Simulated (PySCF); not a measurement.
Work out the structure from these simulated measurements.

Formula: C3H10Si3.

| Property | Result |
| --- | --- |
| Triplet | lowest triplet excitation (Tamm–Dancoff): 4.90 eV [TDA wB97X-D/def2-SVPD] |
| UV, first state | lowest singlet excitation: 5.78 eV (215 nm, f = 0.003) [TDDFT wB97X-D/def2-SVPD] |
| NMR, other nuclei | isotropic shieldings of nuclei other than C and H, by class: 447 (1 Si), 458 (1 Si), 466 (1 Si) ppm [GIAO PBE0/pcSseg-1] |
| Dipole | 1.55 D [wB97X-D/def2-SVPD] |
| Polarisability | 126.4 au [wB97X-D/def2-SVPD] |
| Valence photoelectron | vertical ionisation energy: 9.22 eV [ΔSCF wB97X-D/def2-SVPD] |
| Rotational structure | rotational constants A, B, C: 2.074, 0.959, 0.714 GHz [PBE0-D3(BJ)/def2-SVP] |
| 1H NMR | chemical shifts (computed TMS as zero) by class: 4.35 (2 H), 3.67 (3 H), 3.40 (2 H), 1.99 (3 H) ppm [GIAO PBE0/pcSseg-1] |
| 13C NMR | chemical shifts (computed TMS as zero) by class: 118.4 (1 C), 77.4 (1 C), 6.2 (1 C) ppm [GIAO PBE0/pcSseg-1] |
| UV, strongest line | among the 10 lowest singlet transitions: S7 at 7.21 eV (172 nm, f = 0.245) [TDDFT wB97X-D/def2-SVPD] |

Gas-phase values; electronic properties from PySCF, density fitting. Levels stand in brackets. Geometry: PBE0-D3(BJ)/def2-SVP, one conformer, isolated molecule. NMR values are class means; diastereotopic atoms form classes of their own.

**Question.** Give a SMILES that accounts for the data.

**Answer.** Numbering: `[CH3:1][C:2]#[C:3][SiH2:4][SiH2:5][SiH3:6]`. Its formula, C3H10Si3, gives 2 degrees of unsaturation: 0 rings and 2 π bonds in the structure found. 3 carbons fall into 3 classes; from least to most shielded: alkyne carbon [C2] (118.4 ppm), alkyne carbon [C3] (77.4 ppm), propargylic carbon [C1] (6.2 ppm). Hydrogen classes from least to most shielded: 2 H on an SiH2 silicon, Si4 (4.35 ppm), 3 H on an SiH3 silicon, Si6 (3.67 ppm), 2 H on an SiH2 silicon, Si5 (3.40 ppm), 3 H on a propargylic carbon, C1 (1.99 ppm). The other shieldings belong to: 447 ppm, SiH2 silicon [Si4]; 458 ppm, SiH3 silicon [Si6]; 466 ppm, SiH2 silicon [Si5]. The first electron is taken from the HOMO, whose largest Löwdin shares are 0.22 on an alkyne carbon, 0.21 on an alkyne carbon, 0.18 on an SiH2 silicon and 0.16 on an SiH2 silicon. The optimised geometry has point group C1 and is an asymmetric top. Structure: `CC#C[SiH2][SiH2][SiH3]`. Computed isomers that give other values at the same levels: `CC#C[SiH]([SiH3])[SiH3]` (1H chemical shifts (computed TMS as zero) by class: 4.29 (1 H), 3.61 (6 H), 1.97 (3 H) ppm); `[SiH3]C#C[SiH2]C[SiH3]` (13C chemical shifts (computed TMS as zero) by class: 119.2 (1 C), 114.5 (1 C), -12.9 (1 C) ppm). The assignments are read from this structure; whether some other isomer fits the data as well wasn't checked.

Shape of the structure used: `[CH3:1][C:2]#[C:3][SiH2:4][SiH2:5][SiH3:6]`: C3–Si4–Si5–Si6 53°.
